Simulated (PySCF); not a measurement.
**What builds the second ionisation energy along the second row**

All values are computed (PySCF 2.14, energy differences of UHF-based or UKS calculations, no spin-orbit coupling). Each column adds one step, in eV (sums use unrounded values): valence MP2, valence CCSD, valence triples, then the next inner shell at CCSD(T) (B 1s, C 1s, N 1s, O 1s, F 1s, Ne 1s). References (NIST) marked * lie between the lowest fine-structure levels; the others compare directly ((s) semi-empirical, (t) theoretical).

```tsv
element	UHF	+ MP2	+ CCSD	+ (T)	+ inner shell	sum	reference
B [He] 2s2 → [He] 2s1 (x2c-QZVPPall, spin-free X2C)	23.449	1.023	0.627	0.000	0.003	25.103	25.155
C [He] 2s2 2p1 → [He] 2s2 (x2c-QZVPPall, spin-free X2C)	24.169	0.247	-0.174	0.034	0.042	24.319	24.378
N [He] 2s2 2p2 → [He] 2s2 2p1 (x2c-QZVPPall, spin-free X2C)	29.203	0.457	-0.161	0.018	0.036	29.553	29.601 (s) *
O [He] 2s2 2p3 → [He] 2s2 2p2 (x2c-QZVPPall, spin-free X2C)	34.569	0.672	-0.183	0.012	0.029	35.099	35.121 *
F [He] 2s2 2p4 → [He] 2s2 2p3 (x2c-QZVPPall, spin-free X2C)	33.387	1.344	0.036	0.029	0.019	34.815	34.950
Ne [He] 2s2 2p5 → [He] 2s2 2p4 (x2c-QZVPPall, spin-free X2C)	39.259	1.593	-0.067	0.033	0.015	40.833	40.963 *
```

What remains against the references is mostly basis incompleteness and, for starred values, spin-orbit coupling.

These are valence bases, so the inner-shell step is incomplete.
